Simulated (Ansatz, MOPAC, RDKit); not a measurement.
Species: trimethoxygermane, C3H10GeO3 (charge 0, singlet). SMILES: C[O][GeH]([O]C)[O]C

Atoms: C1, O2, Ge3, O4, C5, O6, C7, H8, H9, H10, H11, H12, H13, H14, H15, H16, H17. Bonds: C1-O2, C1-H8, C1-H9, C1-H10, O2-Ge3, Ge3-O4, Ge3-O6, Ge3-H11, O4-C5, C5-H12, C5-H13, C5-H14, O6-C7, C7-H15, C7-H16, C7-H17.

Bond lengths (Å) and angles (degrees) optimised at UFF with RDKit; PM6 with MOPAC; HF/STO-3G with Ansatz (a quantum-chemistry and plane-wave program); B3LYP/6-31G* with LANL2DZ past Ar with Ansatz, each started from the B3LYP-D3(BJ)/def2-TZVP structure (Ansatz) of the last column. A row stands for all coordinates that are equal there; 11 of 37 kinds are shown. 6-31G* holds six Cartesian d functions. No wavenumbers were computed at UFF, HF/STO-3G, so these may be saddle points.

| coordinate | UFF | PM6 | HF/STO-3G | B3LYP/6-31G* with LANL2DZ past Ar | B3LYP-D3(BJ)/def2-TZVP |
|---|---|---|---|---|---|
| C1-O2 | 1.403 | 1.406 | 1.420 | 1.420 | 1.418 |
| C1-H8 | 1.109 | 1.096 | 1.094 | 1.096 | 1.091 |
| C1-H9 | 1.113 | 1.098 | 1.097 | 1.098 | 1.095 |
| C1-H10 | 1.113 | 1.098 to 1.101 | 1.097 | 1.101 | 1.096 |
| O2-Ge3 | 1.803 | 1.772 | 1.725 | 1.769 | 1.780 |
| Ge3-O4 | 1.801 | 1.772 | 1.723 | 1.755 | 1.766 |
| Ge3-O6 | 1.801 | 1.772 | 1.723 | 1.751 | 1.760 |
| Ge3-H11 | 1.553 | 1.463 | 1.449 | 1.554 | 1.543 |
| C1-O2-Ge3 | 107.8 | 128.4 | 118.8 | 122.0 | 121.4 |
| O2-Ge3-O4 | 109.3 | 108.8 | 110.0 | 111.8 | 111.0 |
| O2-Ge3-O6 | 109.3 | 108.8 | 107.2 | 109.2 | 108.0 |

A range marks coordinates that this level makes unequal.

Mean signed difference of all 16 bond lengths from B3LYP-D3(BJ)/def2-TZVP: UFF 0.014 Å, PM6 -0.004 Å, HF/STO-3G -0.013 Å, B3LYP/6-31G* with LANL2DZ past Ar 0.001 Å.
